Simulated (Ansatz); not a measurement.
Two isomers of C2H6F2Ge: A = `FC[CH2][GeH2][F]`, B = `FC[CH](F)[GeH3]`.

Isolated molecules relaxed with PBE0-D4/def2-TZVP in Ansatz; ΔE leaves out vibrations. CCSD(T)/CBS is the MP2 limit (def2-TZVPP, def2-QZVPP) plus CCSD(T) − MP2 in def2-TZVPP, frozen cores. Functionals use def2-TZVPP. B3LYP here is the variant with VWN-RPA as its local correlation; programs differ in this. For Ge outer-core shells are correlated without core-valence functions, which leaves a few kJ/mol of doubt a bond. Scalar relativity is left out up to krypton. One conformer a species, not always the lowest.

(1) Which is lower in electronic energy at CCSD(T)/CBS, and by how much? (Best estimate.)

(2) Give E(B) − E(A) in kJ/mol with CCSD(T)/def2-TZVPP, PBE0-D4, r2SCAN-D4, B3LYP-D4, MP2/def2-TZVPP, B2PLYP, PBE-D4. (Estimate.)

Largest T1 diagnostic: 0.012.

## Answers

(1) The calculation gave: A, by 163.5 kJ/mol.

(2) The calculation gave: CCSD(T)/def2-TZVPP 162.3, PBE0-D4 154.8, r2SCAN-D4 157.3, B3LYP-D4 156.5, MP2/def2-TZVPP 173.4, B2PLYP 163.6, PBE-D4 149.6. None reverses the order clearly.

From PBE to PBE0 (25 % exact exchange), in def2-TZVPP and without D4, E(B) − E(A) moves by +5.2 kJ/mol.
